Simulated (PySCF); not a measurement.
## A thermochemical cycle for ZnCl

PBE0 in PySCF with x2c-SVPall on every atom, spin-free X2C, for the lowest determinant that a PBE0 search found; no spin–orbit coupling. ZnCl, a doublet (σ ↑), has De = 2.11 eV to neutral atoms, and ZnCl⁺, a singlet (closed shell), has De = 2.52 eV to Zn⁺ + Cl.

The adiabatic ionisation energy of ZnCl, between the minima, is 8.88 eV.

Problem. Which ionisation energy of the Zn atom does this level give?

Solution. IE(Zn) = IE(molecule) + De(ion) − De(neutral) = 8.88 + 2.52 − 2.11 = 9.29 eV; the measured value is 9.394 eV (NIST ASD).

For an ion De counts to the pair picked by the measured ionisation energies or electron affinities, which need not be the lowest pair at this level. States were picked by a PBE0 search and need not be the measured ground states.
